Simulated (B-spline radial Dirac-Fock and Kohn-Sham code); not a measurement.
Successive ionisation energies of terbium: Dirac-Fock against NIST

Calculated with a radial finite-basis atomic code, using multi-electron Dirac-Fock with separately optimised hole states, Breit and Lamb-shift corrections added in first order. Each value is the difference of the configuration-average energies of two neighbouring ions in their tabulated ground configurations. The model has no electron correlation. NIST's values refer to the lowest levels; many for high charge states are themselves semi-empirical or theoretical. Where a p, d or f shell is open in either ion the computed value averages over both j values and all terms, while the table refers to the lowest levels; that difference holds spin-orbit splitting (largest in heavy or highly charged ions), term energies where several electrons share open shells, and correlation, and it can reach 10 % or more.

```csv
ion,configuration,computed (eV),NIST (eV),kind,NIST − computed (eV)
Tb³⁶⁺,[Ar] 3d10 4s1,1609.3,1610.4 ± 0.7,semi-empirical,+1.06
Tb³⁷⁺,[Ar] 3d10,2764.5,2750 ± 4,theoretical,-14.50
Tb³⁸⁺,[Ar] 3d9,2872.1,2852 ± 4,theoretical,-20.05
Tb³⁹⁺,[Ar] 3d8,2981.2,2961 ± 4,theoretical,-20.18
Tb⁴⁰⁺,[Ar] 3d7,3091.9,3078 ± 4,theoretical,-13.87
Tb⁴¹⁺,[Ar] 3d6,3204.1,3189 ± 4,theoretical,-15.12
Tb⁴²⁺,[Ar] 3d5,3317.9,3300 ± 4,theoretical,-17.93
Tb⁴³⁺,[Ar] 3d4,3433.3,3458 ± 4,theoretical,+24.70
Tb⁴⁴⁺,[Ar] 3d3,3550.2,3573 ± 4,theoretical,+22.78
Tb⁴⁵⁺,[Ar] 3d2,3668.7,3698 ± 4,theoretical,+29.31
Tb⁴⁶⁺,[Ar] 3d1,3788.7,3814 ± 4,theoretical,+25.29
Tb⁴⁷⁺,[Ne] 3s2 3p6,4202.1,4139 ± 4,theoretical,-63.12
Tb⁴⁸⁺,[Ne] 3s2 3p5,4308.9,4242 ± 4,theoretical,-66.93
Tb⁴⁹⁺,[Ne] 3s2 3p4,4416.7,4355 ± 4,theoretical,-61.67
Tb⁵⁰⁺,[Ne] 3s2 3p3,4525.3,4460 ± 4,theoretical,-65.33
Tb⁵¹⁺,[Ne] 3s2 3p2,4634.9,4760 ± 4,theoretical,+125.08
```

**Question.** Where in this range is the largest relative jump, and why?

**Answer.** From Tb³⁶⁺ (1609.3 eV) to Tb³⁷⁺ (2764.5 eV), a factor of 1.72. The configuration goes from [Ar] 3d10 4s1 to [Ar] 3d10, so the next electron comes out of a deeper subshell.
